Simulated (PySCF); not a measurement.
## Computed structure and properties of ErF3(H2O)

System: ErF3(H2O) (singlet in the valence; each metal's 4f electrons, 11 of them, lie in its core potential, out of spins and levels); start: template (Cs). Method: PySCF 2.14.0, RKS BP86, Er lcecp-1-SVP with ECP57, F def2-SVP, O def2-SVP, H def2-SVP; non-relativistic Hamiltonian with scalar-relativistic core potentials where named; density fitting; no spin-orbit coupling.

Input of the relaxation:

```python
mol = gto.M(atom='''
Er     0.01334    -0.01334     0.01334
F      1.20624     1.17956     1.20624
F     -1.17956    -1.20624     1.20624
F      1.20624    -1.20624    -1.17956
O     -1.38526     1.38526    -1.38526
H     -1.72596     2.27036    -1.18146
H     -1.72596     1.18146    -2.27036''',
    basis={'Er': 'lcecp-1-SVP', 'F': 'def2-SVP', 'O': 'def2-SVP', 'H': 'def2-SVP'},
    ecp={'Er': 'lcecp-1-SVP'},
    charge=0, spin=0)
mf = dft.RKS(mol, xc='B88,P86')
mf.grids.atom_grid = (50, 194)  # f atoms: unpruned, at least (60, 302)
mf = mf.density_fit()  # fitting sets: Er AutoAux, F def2-universal-JKFIT, O def2-universal-JKFIT, H def2-universal-JKFIT
mf.conv_tol = 1e-08; mf.max_cycle = 55
mf.kernel(dm0)  # dm0: converged density of the start geometry
# quasi-Newton relaxation in Cartesian coordinates to a largest gradient under 0.00045 Eh/bohr, steps kept in the point group
```

Run from Python with OMP_NUM_THREADS=2; the lines above give its settings. Where DIIS fails, smearing, a level shift and second-order steps follow.
It took 37 s on 2 threads of Arm Neoverse V1, with other jobs on the host, from the converged density of the start.

Course of the relaxation:

```tsv
step	energy above end (eV)	largest force component within the symmetry (eV/Å)
0	0.2034	0.953
1	0.0714	0.420
2	0.0376	0.196
3	0.0172	0.196
4	0.0016	0.082
5	0.0009	0.062
6	0.0002	0.027
7	0.0000	0.007
8	0.0000	0.001
```

Relaxed geometry (Cs):

```xyz
7

Er    0.0801   -0.0706    0.0706
F     1.0877    1.3160    1.1279
F    -1.2821   -1.1166    1.1166
F     1.0877   -1.1279   -1.3160
O    -1.2700    1.3199   -1.3199
H    -1.6472    2.1888   -1.0811
H    -1.6472    1.0811   -2.1888
```

```tsv
contact	Å
Er1–F2 (F)	2.014
Er1–F3 (F)	2.011
Er1–F4 (F)	2.014
Er1–O5 (H2O)	2.385
```

On the finer grid (75, 302):

The HOMO is -7.68 eV, the LUMO is -1.91 eV and the dipole about the centre of mass is 6.93 D. The set of Mulliken populations of Er1 outside the core potential is s 2.19, p 6.39, d 1.37, f 0.08 and the D3(BJ) dispersion energy (not in the energies) is -0.164 eV.

```
atom  Mulliken (e)  Löwdin (e)  spin (e)
 Er1          0.97        0.52      0.00
  F2         -0.39       -0.28      0.00
  F3         -0.39       -0.27      0.00
  F4         -0.39       -0.28      0.00
  O5         -0.27        0.02      0.00
  H6          0.24        0.14      0.00
  H7          0.24        0.14      0.00
```

The 4f levels lie in the core potential and are missing. Their spin isn't counted.

On the grid (50, 194), as all that follows. Harmonic modes: a minimum within the noise of the softest modes; lowest 41 cm⁻¹ (negative: unstable), highest 3783 cm⁻¹, zero-point energy 0.757 eV.

Taking off one F (charge -1, singlet; the rest: singlet) in vacuum, both parts rigid, costs 11.40 eV; the small basis without counterpoise inflates it. Most of it is the attraction of opposite charges; other ways to part are cheaper, and one spin state was tried for the rest.

Rigid scan of F along the line from its metal:

distance to F2 (Å), energy (eV) and a bar:
```
     1.71      1.414 ##########
     1.81      0.532 ####
     1.91      0.113 #
     2.01      0.000 
     2.11      0.084 #
     2.21      0.294 ##
     2.41      0.903 ######
     2.71      1.944 #############
     3.11      3.191 ######################
     3.61      4.341 ##############################
```

Taking off one H2O (charge 0, singlet; the rest: singlet) in vacuum, both parts rigid, costs 1.40 eV; the small basis without counterpoise inflates it.

Rigid scan of H2O along the line from its metal:

| distance to O5 (Å) | energy (eV) |
| --- | --- |
| 2.09 | 0.400 |
| 2.19 | 0.150 |
| 2.29 | 0.032 |
| 2.39 | 0.000 |
| 2.49 | 0.023 |
| 2.59 | 0.079 |
| 2.79 | 0.237 |
| 3.09 | 0.490 |
| 3.49 | 0.763 |
| 3.99 | 0.988 |

One start shape was tried, so this needn't be the lowest isomer.

An lcecp potential fixes the number of 4f electrons, so in runs with it no electron can move into or out of that shell.
